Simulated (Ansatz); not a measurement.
Geometry optimisation, Ansatz, RKS r2SCAN/def2-SVP.

Input file:

```yaml
crystal:
  periodic: [false, false, false]
  atoms:
    - { symbol: Hf, position_ang: [-0.059592, -0.730932, -0.710069] }
    - { symbol: F, position_ang: [-1.534427, 0.265126, 0.567652] }
    - { symbol: Cl, position_ang: [-1.148139, -2.255288, -2.086044] }
    - { symbol: Cl, position_ang: [1.491748, -1.942485, 0.521795] }
    - { symbol: Cl, position_ang: [1.058128, 0.743774, -2.112463] }
    - { symbol: H, position_ang: [-0.508279, 1.723846, 1.812595] }
    - { symbol: Cl, position_ang: [0.70056, 2.196059, 2.006534] }
basis:
  gaussian: { orbitals: def2-SVP }
hamiltonian:
  xc: r2scan
relax:
  f_tol: 0.03
  max_steps: 50
```

Command:

```bash
$ ansatz run input.yaml --threads 4 --pin off --max-ram 5120MiB --backend cpu --events-out ev --progress --plain --runs-dir out
```

Problem. Where does it end, and by what steps?

Solution. It converged. The force dipped under the threshold on the way, but the program's further checks kept it going. After 9 steps the energy has fallen by 0.820 eV; Cl7 moved furthest, 0.78 Å. Joined: Hf1–Cl7 (4.07 → 3.03 Å).

| step | energy less start (eV) | largest force component (eV/Å) | accepted |
| --- | --- | --- | --- |
| 0 | 0.0000 | 2.678 | yes |
| 1 | -0.6279 | 1.210 | yes |
| 2 | -0.7043 | 0.703 | yes |
| 3 | -0.7402 | 0.776 | yes |
| 4 | -0.7910 | 0.361 | yes |
| 5 | -0.8120 | 0.097 | yes |
| 6 | -0.8169 | 0.088 | yes |
| 7 | -0.8190 | 0.018 | yes |
| 8 | -0.8195 | 0.039 | yes |
| 9 | -0.8197 | 0.013 | yes |

```xyz
7
Properties=species:S:1:pos:R:3
Hf -0.049 -0.522 -0.514
F -1.584 0.150 0.418
Cl -1.053 -2.094 -1.919
Cl 1.443 -1.823 0.752
Cl 0.974 0.958 -2.026
H -0.491 1.718 1.802
Cl 0.760 1.612 1.486
```

Whether the end is a true minimum wasn't checked by a vibrational analysis.

Time of the run: 81 s on 4 threads of Arm Neoverse N1, with other jobs on the host, peak memory 0.24 GiB.
